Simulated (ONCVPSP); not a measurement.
Plane-wave convergence, ONCV potential for Lu (Z = 71)

| Quantity | Value |
| --- | --- |
| Element | Lu (Z = 71) |
| Generator | ONCVPSP 4.0.1 |
| Type | optimised norm-conserving Vanderbilt (ONCV) |
| Functional | PBEsol |
| Relativity | fully relativistic |
| Frozen core | [Kr] 4d10 |
| Valence charge | 25 |
| Reference configuration | 4f14 5s2 5p6 5d1 6s2 |
| Partial waves | 5s+6s: rc 2.15 bohr, ncon 4, nbas 8, qcut 5.4 1/bohr, 2 projectors; 5p: rc 1.90 bohr, ncon 4, nbas 8, qcut 7.8 1/bohr, 1 projector; 5d: rc 2.05 bohr, ncon 4, nbas 7, qcut 5.3 1/bohr, 2 projectors, debl 1.55 Ha; 4f: rc 0.60 bohr, ncon 4, nbas 8, qcut 18.4 1/bohr, 2 projectors, debl 1.1 Ha |
| Local potential | polynomial inside 0.45 bohr (lpopt 5, dvloc0 3 Ha) |
| Core correction | none |

Open shells are filled in proportion to 2j + 1.

Task: For each optimised wave give the share of its norm inside rc, the residual kinetic energy above qcut (Ha) and the cutoffs (Ha) for errors of 10, 1, 0.1 and 0.01 mHa per electron.

Result:

```json
{"wave": "5s", "norm inside rc": "0.981", "residual KE": "4.1e-06", "10 mHa": "3.9", "1 mHa": "8.5", "0.1 mHa": "11.5", "0.01 mHa": "14.0"}
{"wave": "6s", "norm inside rc": "0.095", "residual KE": "1.2e-05", "10 mHa": "3.2", "1 mHa": "8.7", "0.1 mHa": "12.2", "0.01 mHa": "15.0"}
{"wave": "5p j=3/2", "norm inside rc": "0.836", "residual KE": "1.1e-07", "10 mHa": "7.3", "1 mHa": "17.5", "0.1 mHa": "21.9", "0.01 mHa": "25.3"}
{"wave": "5p j=1/2", "norm inside rc": "0.891", "residual KE": "8.2e-08", "10 mHa": "7.8", "1 mHa": "14.4", "0.1 mHa": "21.1", "0.01 mHa": "24.8"}
{"wave": "5d j=5/2", "norm inside rc": "0.324", "residual KE": "3.1e-05", "10 mHa": "7.4", "1 mHa": "10.4", "0.1 mHa": "12.9", "0.01 mHa": "19.8"}
{"wave": "d projector 2 j=5/2", "norm inside rc": "0.116", "residual KE": "9.0e-05", "10 mHa": "8.7", "1 mHa": "11.6", "0.1 mHa": "13.9", "0.01 mHa": "20.8"}
{"wave": "5d j=3/2", "norm inside rc": "0.362", "residual KE": "5.5e-05", "10 mHa": "7.9", "1 mHa": "10.8", "0.1 mHa": "13.5", "0.01 mHa": "28.3"}
{"wave": "d projector 2 j=3/2", "norm inside rc": "0.115", "residual KE": "1.5e-04", "10 mHa": "9.0", "1 mHa": "12.0", "0.1 mHa": "14.4", "0.01 mHa": "22.6"}
{"wave": "4f j=7/2", "norm inside rc": "0.465", "residual KE": "1.0e-01", "10 mHa": "637.5", "1 mHa": "764.8", "0.1 mHa": "1010.6", "0.01 mHa": "not reached"}
{"wave": "f projector 2 j=7/2", "norm inside rc": "0.016", "residual KE": "3.7e-03", "10 mHa": "150.9", "1 mHa": "247.1", "0.1 mHa": "888.9", "0.01 mHa": "1022.1"}
{"wave": "4f j=5/2", "norm inside rc": "0.479", "residual KE": "1.1e-01", "10 mHa": "644.5", "1 mHa": "767.5", "0.1 mHa": "1017.3", "0.01 mHa": "not reached"}
{"wave": "f projector 2 j=5/2", "norm inside rc": "0.015", "residual KE": "3.7e-03", "10 mHa": "150.5", "1 mHa": "242.8", "0.1 mHa": "886.3", "0.01 mHa": "1020.1"}
```

The occupied waves need 768 Ha and 1017 Ha for 1 and 0.1 mHa. Note: ghosts flagged at negative energy: s at -1407.7 eV, s at -72.5 eV, p3/2 at -916.5 eV, d5/2 at -173.2 eV, p1/2 at -847.9 eV and 1 more; GHOST(+) flags only above 600 eV. A true bound ghost makes a file unfit for plane-wave use. 2 of 4 tests not solved or not reliable.
